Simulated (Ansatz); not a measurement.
A nudged elastic band was laid between two geometries of C₂H₇BrOSi (12 atoms, charge 0, multiplicity 1).

Theory: RKS PBE/def2-SVP in Ansatz.

| Property | Result |
| --- | --- |
| movable images | 5 |
| climbing image | yes |
| spring | 5.0 eV/Å² |
| optimiser | quadratic models (default) |
| start path | through a guess of the saddle point |
| force threshold | 0.05 eV/Å |
| iteration limit | 60 |
| end points | relaxed |

First end point:

```xyz
12
Properties=species:S:1:pos:R:3
C -1.113 -0.618 0.934
C 0.356 -0.373 0.622
Br 1.029 1.207 1.660
Si 0.739 0.080 -1.196
O -0.011 1.535 -1.573
H -1.743 0.225 0.588
H -1.291 -0.770 2.017
H -1.449 -1.533 0.400
H 0.996 -1.206 0.977
H 0.129 -0.942 -2.113
H 2.235 0.110 -1.361
H 0.201 2.230 -0.920
```

Last end point:

```xyz
12
Properties=species:S:1:pos:R:3
C -1.127 -0.565 0.830
C 0.385 -0.543 0.682
Br 1.102 1.144 1.567
Si 1.205 -0.599 -1.134
O 0.496 1.321 -1.444
H -1.610 0.239 0.238
H -1.464 -0.478 1.885
H -1.497 -1.533 0.428
H 0.859 -1.332 1.302
H -0.072 -1.190 -1.784
H 1.163 1.765 -2.007
H 0.637 1.715 -0.530
```

Task: What changes between the two ends?

Result: Bonds broken: Si4–H11. Bonds formed: O5–H11.

Task: What energy profile does the band end with?

Result: It converged. The highest image is number 4 of 0 to 6, 279.4 kJ/mol above the first end and 78.1 kJ/mol above the last; the last end lies 201.3 kJ/mol above the first. Neighbouring images differ by up to 1.3 eV, so the band resolves the path poorly. A vibrational analysis at the climbing image gives one clearly imaginary mode, 1258i cm⁻¹: a first-order saddle point. The orbitals stay closed-shell, which can raise the energy where a bond breaks towards radicals; this wasn't checked here.

| image | path coordinate (Å) | energy (kJ/mol) | Si4–H11 (Å) | O5–H11 (Å) |
| --- | --- | --- | --- | --- |
| 0 | 0.00 | 0.0 | 1.51 | 2.67 |
| 1 | 0.48 | 4.8 | 1.50 | 2.60 |
| 2 | 0.97 | 42.9 | 1.50 | 2.32 |
| 3 | 1.45 | 170.5 | 1.51 | 1.83 |
| 4 | 1.93 | 279.4 | 1.63 | 1.31 |
| 5 | 2.48 | 215.7 | 2.14 | 0.99 |
| 6 | 3.03 | 201.3 | 2.52 | 0.98 |

Task: What is the geometry of the highest image?

Result: 
```xyz
12
Properties=species:S:1:pos:R:3
C -1.103 -0.586 0.853
C 0.408 -0.463 0.697
Br 1.052 1.187 1.637
Si 1.017 -0.300 -1.138
O 0.278 1.440 -1.561
H -1.633 0.226 0.316
H -1.416 -0.562 1.917
H -1.435 -1.553 0.417
H 0.941 -1.281 1.224
H 0.070 -1.224 -1.892
H 1.542 1.125 -1.731
H 0.355 1.936 -0.707
```

Time of the run: 2.1 min on 2 threads of Intel(R) Xeon(R) Platinum 8488C (Sapphire Rapids), with other jobs on the host, peak memory 0.2 GiB.
